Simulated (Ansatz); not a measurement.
Reactions of `[SiH3]B1CO1`.

Calculated with Ansatz (gas phase, PBE0-D4/def2-TZVP geometries, no zero-point term in ΔE). CCSD(T)/CBS adds triple-zeta CCSD(T) − MP2 to the extrapolated MP2 energy (def2 sets, frozen cores). This one scheme is used for every species. Functionals use def2-TZVPP. B3LYP here is the variant with VWN-RPA as its local correlation; programs differ in this. For Se outer-core shells are correlated without core-valence functions, which leaves a few kJ/mol of doubt a bond. Scalar relativity is left out up to krypton. One conformer a species, not always the lowest.

| reaction | CCSD(T)/CBS(def2) (eV) |
| --- | --- |
| `[SiH3]B1CO1` + `ClC1=C[SiH2]1` → `ClB1CO1` + `[SiH3]C1=C[SiH2]1` | -1.58 |
| `[SiH3]B1CO1` + `C[SeH]` → `C[Se]B1CO1` + SiH₄ | -0.75 |
| `[SiH3]B1CO1` + `O[SiH2]F` → `F[SiH2]O[SiH3]` + `B1CO1` | ? |
| `[SiH3]B1CO1` + H–F → `FB1CO1` + SiH₄ | -1.24 |

Question: Fill in the missing values. (Estimate.)

Answer: Computed: `[SiH3]B1CO1` + `O[SiH2]F` → `F[SiH2]O[SiH3]` + `B1CO1`: -1.13 eV.

Largest T1 diagnostic: 0.016, for `[SiH3]B1CO1`.
